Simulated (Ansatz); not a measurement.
Cost and result for the atomization energy of C4H5I, SMILES `C=CC(=C)I` (10 atoms, 9 bonds).

Cartesian coordinates in Å:
```
C -0.461 1.751 -0.366
C 0.281 0.690 -0.066
C -0.160 -0.685 0.085
C 0.666 -1.683 0.389
I -2.195 -1.117 -0.188
H -1.529 1.672 -0.533
H -0.011 2.733 -0.451
H 1.350 0.817 0.094
H 1.722 -1.472 0.533
H 0.337 -2.706 0.502
```

Charge 0, multiplicity 1. Correlated methods include outer-core shells of I, which these sets cover unevenly. I takes the def2 core potential. Geometry: relaxed with PBE0-D4/def2-TZVP. It is one conformer, not always the lowest. Program: Ansatz. All runs use 4 threads of an AMD EPYC 9R45 on a shared host. Times are those of one run each, without the atoms' runs, and a repeat can differ threefold. Electronic energies, without spin–orbit coupling; frozen cores. CCSD(T)/CBS adds CCSD(T) − MP2 in def2-TZVPP to the MP2 limit, and its time is that of the two runs behind it. T1 = 0.010; the RHF reference is unstable towards UHF. With those shells the extrapolation isn't a true limit. B3LYP takes the VWN-RPA correlation (the form of Gaussian; ORCA's B3LYP/G).

CCSD(T)/CBS is a level of theory with its own doubt, some kJ/mol a heavy atom from the limit and from the frozen cores, so smaller differences don't rank the functionals.

| level | functions | wall time |
| --- | --- | --- |
| PBE-D4/def2-TZVPP (with forces) | 244 | 1.1 s |
| PBE0-D4/def2-TZVPP | 244 | 1.2 s |
| r2SCAN-D4/def2-TZVPP (with forces) | 244 | 1.7 s |
| B3LYP-D4/def2-TZVPP (with forces) | 244 | 1.9 s |
| B2PLYP/def2-TZVPP | 244 | 2.6 s |
| ωB97X-V/def2-TZVPP | 244 | 2.8 s |
| ωB97M-V/def2-TZVPP (with forces) | 244 | 4.1 s |
| MP2/def2-QZVPP | 460 | 9 s |
| CCSD(T)/def2-TZVPP | 244 | 66 s |
| CCSD(T)/CBS(def2) | – | 75 s |

Problem. What atomization energy does each give, and how far from CCSD(T)/CBS? (An estimate is asked.)

Solution. The calculation gave: 
```
                             level  atomization (kJ/mol)  difference from CCSD(T)/CBS  per bond
   PBE-D4/def2-TZVPP (with forces)                4184.5                        132.4      14.7
                PBE0-D4/def2-TZVPP                4098.1                         46.0       5.1
r2SCAN-D4/def2-TZVPP (with forces)                4068.5                         16.4       1.8
 B3LYP-D4/def2-TZVPP (with forces)                4054.5                          2.4       0.3
                 B2PLYP/def2-TZVPP                4013.6                        -38.5      -4.3
                ωB97X-V/def2-TZVPP                4032.9                        -19.2      -2.1
  ωB97M-V/def2-TZVPP (with forces)                4044.2                         -7.9      -0.9
                    MP2/def2-QZVPP                4099.7                         47.6       5.3
                CCSD(T)/def2-TZVPP                3950.6                       -101.5     -11.3
                 CCSD(T)/CBS(def2)                4052.1                          0.0       0.0
```

In def2-TZVPP, CCSD(T) changes the Hartree–Fock value by +997.0 kJ/mol (the triples alone add +77.9 kJ/mol) and MP2 by +1086.6 kJ/mol; breaking electron pairs costs correlation energy, which Hartree–Fock lacks. The D4 term adds +40.8 kJ/mol with B3LYP and +21.2 kJ/mol with PBE0; it sums over pairs of atoms, weighted by their polarisabilities, and B3LYP, whose exchange is more repulsive, gets the larger term. From PBE to PBE0 (25 % exact exchange), in def2-TZVPP and without D4, the atomization energy moves by −82.6 kJ/mol: exact exchange takes away binding that semilocal exchange gives to molecules.

Spin–orbit coupling would lower the free I atoms strongly, and the atomization energy with them, by more than many differences here.
